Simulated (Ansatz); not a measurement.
Born–Oppenheimer molecular dynamics of C₂H₆BF (10 atoms, charge 0, multiplicity 1). It starts from a relaxed structure.

The calculation used RKS PBE0/STO-3G in Ansatz.

```
ensemble        : NVT, Langevin thermostat
time step       : 0.25 fs
steps asked     : 166
set temperature : 300 K
friction        : 0.02 /fs
masses          : H 2.014 u
seed            : 138128
```

Frames 0.25 fs apart, positions in Å.

Velocities at 0.0 fs (Å/ps):

```
B 3.94 -2.42 -0.98
F -0.07 3.50 0.53
C -2.29 6.01 -4.67
H -3.98 -4.84 -16.53
H -3.47 -18.67 14.25
H 11.46 -6.88 -5.62
C -0.49 -1.31 9.67
H -3.79 -13.06 -14.96
H -14.52 10.10 -2.04
H 10.35 -14.77 -4.76
```

```xyz
10
Properties=species:S:1:pos:R:3 time_fs=0.0 energy_less_start_eV=0.000 T=270
B -0.003 0.240 -0.045
F -0.009 0.743 1.168
C 1.382 -0.075 -0.753
H 1.385 -1.090 -1.170
H 1.534 0.608 -1.599
H 2.244 0.024 -0.085
C -1.380 -0.046 -0.780
H -1.537 -1.129 -0.872
H -2.247 0.371 -0.256
H -1.370 0.354 -1.801
10
Properties=species:S:1:pos:R:3 time_fs=0.2 energy_less_start_eV=0.002 T=277
B -0.002 0.239 -0.045
F -0.009 0.744 1.168
C 1.381 -0.074 -0.754
H 1.384 -1.091 -1.174
H 1.534 0.603 -1.595
H 2.247 0.022 -0.086
C -1.381 -0.046 -0.777
H -1.538 -1.133 -0.875
H -2.251 0.374 -0.256
H -1.367 0.350 -1.802
10
Properties=species:S:1:pos:R:3 time_fs=0.5 energy_less_start_eV=0.010 T=276
B -0.001 0.239 -0.045
F -0.009 0.745 1.168
C 1.381 -0.073 -0.755
H 1.382 -1.092 -1.178
H 1.533 0.599 -1.591
H 2.250 0.021 -0.087
C -1.381 -0.047 -0.775
H -1.539 -1.136 -0.880
H -2.255 0.377 -0.256
H -1.364 0.347 -1.803
10
Properties=species:S:1:pos:R:3 time_fs=0.8 energy_less_start_eV=0.022 T=265
B 0.000 0.238 -0.046
F -0.009 0.746 1.168
C 1.380 -0.072 -0.756
H 1.380 -1.093 -1.183
H 1.532 0.595 -1.588
H 2.253 0.019 -0.089
C -1.381 -0.047 -0.772
H -1.540 -1.139 -0.884
H -2.259 0.381 -0.256
H -1.362 0.344 -1.804
10
Properties=species:S:1:pos:R:3 time_fs=1.0 energy_less_start_eV=0.038 T=270
B 0.001 0.237 -0.046
F -0.010 0.746 1.168
C 1.380 -0.071 -0.757
H 1.378 -1.094 -1.186
H 1.531 0.591 -1.584
H 2.256 0.017 -0.090
C -1.381 -0.047 -0.770
H -1.541 -1.142 -0.889
H -2.263 0.384 -0.256
H -1.359 0.341 -1.805
10
Properties=species:S:1:pos:R:3 time_fs=1.2 energy_less_start_eV=0.058 T=252
B 0.002 0.237 -0.047
F -0.010 0.746 1.169
C 1.379 -0.069 -0.758
H 1.376 -1.095 -1.190
H 1.530 0.587 -1.581
H 2.259 0.015 -0.092
C -1.381 -0.047 -0.767
H -1.542 -1.144 -0.893
H -2.267 0.388 -0.256
H -1.356 0.338 -1.806
10
Properties=species:S:1:pos:R:3 time_fs=1.5 energy_less_start_eV=0.080 T=225
B 0.004 0.237 -0.047
F -0.010 0.747 1.169
C 1.379 -0.068 -0.759
H 1.374 -1.096 -1.193
H 1.529 0.583 -1.578
H 2.261 0.013 -0.094
C -1.381 -0.047 -0.764
H -1.543 -1.147 -0.897
H -2.271 0.392 -0.256
H -1.353 0.335 -1.806
10
Properties=species:S:1:pos:R:3 time_fs=1.8 energy_less_start_eV=0.102 T=209
B 0.005 0.236 -0.047
F -0.010 0.747 1.169
C 1.378 -0.067 -0.759
H 1.372 -1.096 -1.196
H 1.528 0.580 -1.576
H 2.263 0.012 -0.096
C -1.382 -0.047 -0.762
H -1.544 -1.149 -0.901
H -2.275 0.396 -0.256
H -1.351 0.332 -1.806
10
Properties=species:S:1:pos:R:3 time_fs=2.0 energy_less_start_eV=0.124 T=171
B 0.006 0.236 -0.047
F -0.010 0.748 1.169
C 1.378 -0.066 -0.760
H 1.370 -1.097 -1.199
H 1.527 0.578 -1.575
H 2.265 0.010 -0.098
C -1.382 -0.047 -0.759
H -1.546 -1.151 -0.904
H -2.279 0.400 -0.257
H -1.350 0.329 -1.806
10
Properties=species:S:1:pos:R:3 time_fs=2.2 energy_less_start_eV=0.143 T=160
B 0.007 0.236 -0.047
F -0.010 0.749 1.169
C 1.377 -0.066 -0.760
H 1.369 -1.096 -1.202
H 1.527 0.576 -1.574
H 2.266 0.008 -0.100
C -1.382 -0.048 -0.757
H -1.547 -1.153 -0.907
H -2.282 0.404 -0.257
H -1.348 0.326 -1.805
10
Properties=species:S:1:pos:R:3 time_fs=2.5 energy_less_start_eV=0.159 T=145
B 0.007 0.235 -0.047
F -0.010 0.749 1.169
C 1.377 -0.065 -0.760
H 1.367 -1.096 -1.204
H 1.526 0.575 -1.573
H 2.267 0.006 -0.102
C -1.382 -0.048 -0.754
H -1.548 -1.154 -0.910
H -2.285 0.407 -0.257
H -1.346 0.323 -1.804
10
Properties=species:S:1:pos:R:3 time_fs=2.8 energy_less_start_eV=0.171 T=148
B 0.008 0.235 -0.047
F -0.010 0.750 1.169
C 1.377 -0.065 -0.760
H 1.365 -1.094 -1.207
H 1.526 0.574 -1.573
H 2.268 0.005 -0.103
C -1.382 -0.048 -0.752
H -1.550 -1.155 -0.913
H -2.289 0.411 -0.257
H -1.343 0.319 -1.802
```

Of the whole run (42 fs, mean temperature of the second half 323 K): A run of 0.042 ps of so small a system gives no equilibrium averages. Limits of this set-up: minimal basis.

Run time: 3.6 min on 1 thread of Arm Neoverse V1, with other jobs on the host, peak memory 0.08 GiB.
